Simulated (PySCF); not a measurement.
## Calculated NMR data

[PySCF: NMR shieldings at PBE0/pcSseg-1/GIAO; GFN2-xTB geometry; single conformer; non-relativistic; in vacuum; equivalent nuclei averaged]

References, each an isolated molecule treated in the same way: TMS for ¹H, ¹³C. Splittings of carbon signals by F and P are missing where no couplings were computed. Where no couplings were computed, multiplicities follow the n + 1 count of equivalent neighbours, and m marks all less simple cases (inequivalent or close neighbours, rings, F or P nearby). Acid and N–H amide carbonyl carbons lie up to 10 ppm further downfield in solution (hydrogen bonding). Shifts are as computed. Against solution values, carbons near 30 ppm lie about +3 ppm off and those near 130 ppm about +5 ppm; carbons on Cl a further +6 ppm. Of 1211 compounds with measured shifts, 218 miss one by over three times the rms of a fit or turn the order of signals round; such compounds aren't used in these exercises. Carbons bonded to Cl come out too deshielded. OH and NH positions are gas-phase values without hydrogen bonding to other molecules.

**1.** `N#C[C@H]1C[C@@H](Cl)C1`, C5H6ClN. ¹H NMR (600 MHz, computed): δ 4.23 (m, 1H), 2.96 (m, 2H), 2.63 (m, 2H), 2.58 (m, 1H). ¹³C{¹H} NMR (computed): δ 126.0 (C), 53.8 (CH), 41.3 (CH2), 14.9 (CH).

**2.** SMILES [C@@H](C(NC)=O)(C)C(F)(F)F, C5H8F3NO. ¹H NMR (600 MHz, computed): δ 5.12 (br, 1H), 3.13 (d, 3H), 3.05 (m, 1H), 1.42 (d, 3H). ¹³C{¹H} NMR (computed): δ 167.5 (C), 136.0 (C), 52.7 (CH), 26.5 (CH3), 15.5 (CH3).

**3.** i-BuOMe (COCC(C)C, C5H12O). ¹H NMR (600 MHz, computed): δ 3.54 (s, 3H), 3.08 (d, 2H), 1.73 (m, 1H), 0.93 (d, 6H). ¹³C{¹H} NMR (computed): δ 84.6 (CH2), 61.5 (CH3), 33.5 (CH), 21.3 (CH3).
